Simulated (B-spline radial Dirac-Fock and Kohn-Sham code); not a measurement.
# X-ray lines that fill the L3 vacancy in Br³⁺

System: Br³⁺ in the configuration 1s2 2s2 2p6 3s2 3p6 3d10 4s2 4p2, inside a Watson sphere of charge -3 and radius 2.7 Å (a model of the Madelung potential; inside it an electron's potential energy is raised by 16.0 eV).

The run's input, task.json:

```json
{"items": [{
  "Z": 35,
  "q": 3,
  "cfg": [[1, 0, 2], [2, 0, 2], [2, 1, 6], [3, 0, 2], [3, 1, 6], [3, 2, 10], [4, 0, 2], [4, 1, 2]],
  "A": 79,
  "rrms": 4.1629,
  "watson": [-3, 2.7],
  "do": ["binding", "quiet", "decay"],
  "holes": ["K", "L1", "L2", "L3", "M1", "M2", "M3", "M4", "M5", "N1"]
}]}
```

Run with: `python xray_run.py task.json out`

Model: independent-particle rates on relativistic LDA orbitals of the hole state (multipoles up to L = 3, Coulomb Auger matrix elements, transition energies from Dirac-Fock). Program: a radial finite-basis atomic code.

```
 line  multipole  energy (eV)  rate (s⁻¹)  share (%)
L3-M1         E1       1291.4    1.19e+12       3.67
L3-M4         E1       1482.3    3.15e+12       9.68
L3-M5         E1       1483.3    2.80e+13       86.1
L3-N1         E1       1541.4    1.85e+11      0.569
```

The listed lines hold 100.0 % of the radiative rate. The radiative width is 0.0214 eV in the length form and 0.0220 eV in the velocity form; the two differ because the transition energies are not eigenvalue differences of the potential that gave the orbitals.

Values without a named source are computed, but for edge energies of neutral atoms, which are taken from tables.
